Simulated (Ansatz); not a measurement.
Program: Ansatz. Geometries: PBE0-D4/def2-TZVP. ΔE: electronic, gas phase. CCSD(T)/CBS is the MP2 limit (def2-TZVPP, def2-QZVPP) plus CCSD(T) − MP2 in def2-TZVPP, frozen cores. DFT in def2-TZVPP. For Ga, Ge outer-core shells are correlated without core-valence functions, which leaves a few kJ/mol of doubt a bond. Scalar relativity is left out up to krypton.

Consider the cleavage of the B–Ga bond: `[BH2][GaH2]` + `C[NH][GeH3]` → `B[N](C)[GeH3]` + `[GaH3]`.

```csv
level,ΔE (kJ/mol)
PBE0-D4,-167.1
ωB97X-V,-168.8
PBE-QIDH,-171.8
HF/def2-QZVPP,-164.8
```

What does CCSD(T)/CBS give? (Best estimate.)

Computed: -167.5 kJ/mol. The listed levels differ from it by 0.4, -1.3, -4.3, 2.7 kJ/mol.

Largest T1 diagnostic among the species: 0.014.

In def2-TZVPP, CCSD(T) changes the Hartree–Fock value by −9.2 kJ/mol (the triples alone add −3.4 kJ/mol) and MP2 by −16.0 kJ/mol. Leaving LDA and LC-ωPBE aside and taking each functional with its dispersion term where it has one, the values, not all of them listed here, spread over 10.2 kJ/mol, from CAM-B3LYP-D4 to revPBE-D4. LDA lies −17.8 kJ/mol from PBE without D4.
